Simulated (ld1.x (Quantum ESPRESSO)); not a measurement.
**boron (B): one change to a TM potential, before and after**

```json
{"Element": "B", "Generator": "ld1.x (Quantum ESPRESSO) 7.5", "Type": "norm-conserving Troullier–Martins (Kleinman–Bylander form)", "Functional": "LDA (PZ)", "Relativity": "scalar-relativistic", "Frozen core": "[He]", "Valence charge": "3", "Reference configuration": "2s1 2p0 (charge +2)", "Partial waves": "2s (bound): rc 1.35 bohr; 2p (bound, empty): rc 2.05 bohr; 3d channel at 0.05 Ry: rc 2.05 bohr", "Local potential": "the d channel", "Core correction": "none"}
```

All-electron outer shells of the reference configuration (LDA (PZ), scalar-relativistic, ld1.x):

```json
{"shell": "2s", "level (eV)": "-31.34", "outermost node (bohr)": "0.46", "outermost maximum (bohr)": "1.37"}
{"shell": "2p", "level (eV)": "-25.52", "outermost node (bohr)": "–", "outermost maximum (bohr)": "1.26"}
```

Change: wave 2p (bound): rc 2.05 bohr becomes 2p (bound): rc 1.66 bohr.

Cutoffs: the cutoffs (Ry, on a coarse ladder) from which the occupation-weighted sum of valence levels, in a spherical-Bessel basis at the reference potential, stays within 10 and 1 mRy of its value at 400 Ry; they do not see the model core or the augmentation charge, which bear on the density cutoff. Errors are all-electron minus pseudo energies relative to the spin-unpolarised reference configuration.

How do hardness, ghosts and transferability respond?

The potential gets neither clearly harder nor softer (21 Ry and 50 Ry → 21 Ry and 50 Ry); of the 9 tests that both files solve, the error grows in 0 and shrinks in 2 by more than 15 % and 0.3 meV (median size 176.7 → 157.4 meV); neither file shows a bound ghost.

```tsv
quantity	base	changed
cutoff, loose	21 Ry	21 Ry
cutoff, tight	50 Ry	50 Ry
bound ghosts	none	none
error for 2s2 2p1, meV [ΔE -33.63 eV]	+177	+157
error for 2s2 2p0, meV [ΔE -25.30 eV]	+62	+62
error for 2s2 2p0.5, meV [ΔE -30.69 eV]	+130	+119
error for 2s1 2p1, meV [ΔE -19.35 eV]	+124	+107
error for 2s2 2p1.3, meV [ΔE -34.40 eV]	+190	+168
error for 2s0 2p3, meV [ΔE -22.23 eV]	+288	+239
error for 2s1 2p2, meV [ΔE -27.95 eV]	+224	+189
error for 2s1 2p0 (spin-polarised), meV [ΔE -0.73 eV]	+97	+97
error for 2s2 2p1 (spin-polarised), meV [ΔE -33.87 eV]	+209	+190
s: phases at 2.25 bohr within 0.05 rad from the reference energy up to (Ry; the scan ends near 5)	1.0	1.0
p: phases at 2.25 bohr within 0.05 rad from the reference energy up to (Ry; the scan ends near 5)	0.8	1.4
d: phases at 2.25 bohr within 0.05 rad from the reference energy up to (Ry; the scan ends near 5)	to the end of the scan	to the end of the scan
```

Changed file: The cutoffs count occupied waves only; the empty 2p level needs 30 Ry at the loose tolerance.
